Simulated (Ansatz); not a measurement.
Mulliken charges of `[OH][Al]1[O][GeH2][SiH2]1` from r2SCAN/def2-TZVPP in Ansatz (PBE0-D4/def2-TZVP geometry).

```csv
atom,x (Å),y (Å),z (Å),charge (e)
O1,-2.357,0.745,1.679,-0.423
Al2,-1.037,0.230,0.765,0.671
O3,-0.470,-1.379,0.708,-0.495
Ge4,0.955,-1.362,-0.417,0.342
Si5,0.691,0.998,-0.779,-0.105
H6,-2.675,1.645,1.713,0.192
H7,2.185,-1.849,0.372,-0.031
H8,0.648,-2.321,-1.582,-0.031
H9,1.809,1.849,-0.290,-0.060
H10,0.333,1.395,-2.167,-0.060
```

Question: By hand: the dipole of these point charges (1 e Å = 4.8032 D).

Answer: Σ q r = (0.058, 0.202, -0.094) e Å, of length 0.230 e Å = 1.10 D.

Question: How does the dipole of the full density compare? (Best estimate.)

Answer: Computed: (0.047, 0.458, -0.148) e Å, 2.32 D; the point charges give 0.47 times that, at 11° from its direction.

Point charges leave out the atoms' own dipoles, such as those of lone pairs, and Mulliken's split depends on the basis, so the two needn't agree.
